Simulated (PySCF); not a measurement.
## C₆ coefficients of unlike pairs at PBE

Calculated with PySCF 2.14 from the dipole response of each species, C₆(A,B) = (3/π) ∫ α_A(iu) α_B(iu) du, in atomic units, from isotropic polarisabilities. For ions this is the dispersion term alone; charge-induced terms of lower order in 1/R come first.

| species | configuration | basis | relativity | α (bohr³) | C₆ (like pair) |
| --- | --- | --- | --- | --- | --- |
| Ir⁺ | [Xe] 4f14 5d7 6s1 (5F) | aug-cc-pVTZ-PP with one added diffuse shell each of s, p, d, f, g type with ECP60MDF (7s7p6d4f3g) | core potential | 24.63 | 201.3 |
| Sr⁺ | [Kr] 5s1 (2S) | aug-cc-pVQZ-X2C (9s8p6d3f2g) | spin-free X2C | 96.40 | 842.2 |
| Zn | [Ar] 3d10 4s2 (1S) | dyall-av2z (16s12p7d2f) | none | 39.99 | 288.1 |
| C | [He] 2s2 2p2 (3P) | aug-cc-pwCVTZ (7s6p4d2f) | none | 13.22 | 53.95 |

Task: Estimate C₆ for Zn with Ir⁺.

Result: The integral gives 230.2. The combination rule 2 C_A C_B / (C_A α_B/α_A + C_B α_A/α_B) gives 230.0 and the geometric mean 240.8.

No spin-orbit coupling is included.

The other pairs:

```
    pair     C₆
 Zn, Sr⁺  471.5
   C, Zn  121.1
  C, Ir⁺  103.5
Sr⁺, Ir⁺  352.6
  C, Sr⁺  186.6
```
